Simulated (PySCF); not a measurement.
## Ionisation energy of Tc¹⁹⁺ by level of theory

Tc¹⁹⁺ [Ar] 3d6 [3d3/2^4 3d5/2^2, M_J = 4] → Tc²⁰⁺ [Ar] 3d5 [3d3/2^4 3d5/2^1, M_J = 5/2], as a difference of total energies. Calculation: PySCF 2.14, in an even-tempered Gaussian basis (17 s from 2.1 bohr⁻², ratio 2.8; 12 p from 2.7 bohr⁻², ratio 2.8; 8 d from 2.7 bohr⁻², ratio 2.8; 4 f from 11 bohr⁻², ratio 3); the two-component X2C-1e Hamiltonian. Correlated levels: [Ne] frozen; the 76 highest virtual spinors dropped. "Screened" scales the spin-orbit matrix elements by Boettger's factors to mimic the two-electron term; Breit and QED terms are absent.

```
          method  ionisation energy (eV)
 GHF (spin-free)                  828.40
GMP2 (spin-free)                  829.56
```

Task: How much does correlation contribute at GMP2 (spin-free)?

Result: 829.56 − (828.40) = 1.16 eV, measured against GHF (spin-free).

Breit and QED terms and the two-electron picture change are absent.

The spin-free rows relax to the high-spin LS determinant and lack the spin-orbit shift.

The labels give the starting determinants; with spin-orbit coupling the two ends relaxed to ⟨J²⟩ = 9.67, ⟨L²⟩ = 12.06, ⟨S²⟩ = 2.15.

The determinant of Tc¹⁹⁺ and of Tc²⁰⁺ mixes levels of different J (the jj label is only the starting occupation), so the difference between spin-free and spin-orbit rows is not the physical spin-orbit shift.

For comparison: 829 ± 4 eV (theoretical estimate listed by NIST; NIST Atomic Spectra Database, ionization energies).
